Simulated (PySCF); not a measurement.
A homologous series of growing length: n-germane silyl/silyl. Gas-phase values, no solvent. One relaxed conformer stands for each flexible species; it need not be the lowest. Strings in code marks are SMILES.

Method: r2SCAN-D4/def2-TZVP // r2SCAN-D4/def2-SVP (PySCF). Delta-SCF ions had no search for a lower state. Excitations are Tamm–Dancoff values on a coarser integration grid. The basis has no diffuse functions, so Rydberg states are missing or too high.

| species | HOMO (eV) | vertical ionisation energy (Delta-SCF) (eV) | S1–T1 gap (TDA) (eV) |
|---|---|---|---|
| n = 3 (`[SiH3][GeH2][GeH2][GeH2][SiH3]` (Si–Ge–Ge–Ge torsion 175°, Ge–Ge–Ge–Si torsion 178°)) | -6.64 | 8.72 | 1.12 |
| n = 4 (`[GeH2]([GeH2][GeH2][GeH2][SiH3])[SiH3]`) | -6.49 | 8.42 | 1.01 |
| n = 5 (`[SiH3][GeH2][GeH2][GeH2][GeH2][GeH2][SiH3]`) | -6.39 | 8.18 | 0.91 |
| n = 7 (`[GeH2]([GeH2][GeH2][GeH2][GeH2][GeH2][SiH3])[GeH2][SiH3]`) | -6.25 | 7.84 | 0.73 |
